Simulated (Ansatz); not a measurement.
Job for Ansatz (a first-principles code): R-PBE0/def2-TZVPPD on ClHN2 (a complex), monomers drawn apart or pushed together. Files ending in .json are basis or fitting sets from the Basis Set Exchange.

Ansatz 0.2 input:
```yaml
crystal:
  periodic: [false, false, false]
  atoms:
    - {symbol: Cl, position_ang: [-0.17970881, -0.27930657, -0.32260938]}
    - {symbol: H, position_ang: [-0.16222086, -0.20766951, 0.95905293]}
    - {symbol: N, position_ang: [-0.10360900, 0.02819029, 5.13384219]}
    - {symbol: N, position_ang: [-0.08742858, 0.08990119, 6.22224348]}
basis:
  gaussian:
    orbitals: def2-TZVPPD.json
hamiltonian:
  xc: {name: PBE0}
scf: {lower_state_search: off}
```

Program output:

```
WARN ansatz: RAYON_NUM_THREADS=2 ignored (pool sized by the plan → 2); use --threads N
Functional definition: PBE0
these checks for a lower state are left out or cut short: stability, starts, cluster_reference, orbital_swaps, neighbouring_geometries, increment
integrals: 0.04 GiB planned
751 factors; their error is unknown
mean field: 0.38 GiB planned
mean field evaluation 1: about -15512.3597 eV, gradient 2.5e1 eV
mean field evaluation 2: about -15512.9531 eV, gradient 1.8e1 eV
mean field evaluation 4: about -15513.5353 eV, gradient 1.3e0 eV
mean field evaluation 8: about -15513.5881 eV, gradient 1.8e-2 eV
mean field -15513.58813037 eV, -570.1138483035 hartree, gradient 2.0e-6 eV, S^2 0.000000; 0 other end points of the search recorded, 0 dependent functions left out
reference -15513.58817403 eV, -570.1138499078 hartree; 16, 16 occupied and 126, 126 virtual orbitals, 751 factors
Total energy: -15513.58817403 eV, -570.1138499078 hartree
Checks for a lower state left out: stability, starts, cluster_reference, orbital_swaps, neighbouring_geometries, increment
```

The calculation finished and met its thresholds.

Cost: very roughly 0.8 core-seconds.
